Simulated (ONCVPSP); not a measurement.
**u(r) = r·R(r): atom against pseudo-atom (Kr (Z = 36))**

Columns: radius, all-electron u(r) and pseudo u(r) of the 3d shell (level -93.30 eV) of krypton in the configuration [Ne] 3s2 3p6 3d10 4s2 4p5; PBE, scalar-relativistic, ONCV scheme, ONCVPSP 4.0.1.

```tsv
r (bohr)	all-electron	pseudo
0.050	0.0580	0.0078
0.100	0.2722	0.0592
0.150	0.5618	0.1830
0.200	0.8407	0.3842
0.250	1.0640	0.6432
0.300	1.2175	0.9220
0.350	1.3060	1.1760
0.400	1.3384	1.3661
0.450	1.3288	1.4720
0.500	1.2881	1.4891
0.550	1.2272	1.4333
0.600	1.1536	1.3285
0.650	1.0731	1.1999
0.700	0.9900	1.0692
0.750	0.9072	0.9493
0.800	0.8269	0.8451
0.850	0.7503	0.7562
0.900	0.6783	0.6795
0.950	0.6113	0.6114
1.000	0.5496	0.5496
1.050	0.4930	0.4930
1.100	0.4415	0.4415
1.150	0.3947	0.3948
1.200	0.3525	0.3525
1.250	0.3144	0.3144
1.300	0.2801	0.2801
```

Task: How many radial nodes do the two functions have?

Result: The all-electron 3d function has n − l − 1 = 0; the pseudo-wave has 0.

Task: At about which radius was the pseudo-wave matched?

Result: 1.00 bohr, where the columns begin to agree (steps of 0.05 bohr).

Task: Where does each function peak?

Result: Outermost all-electron maximum near 0.40 bohr, pseudo maximum near 0.50 bohr (to the table’s step).

Task: Is the pseudo-wave norm-conserving?

Result: Yes: the ONCV scheme keeps the norm inside the radius equal to the all-electron one, which fixes the energy derivative of the logarithmic derivative at the level.
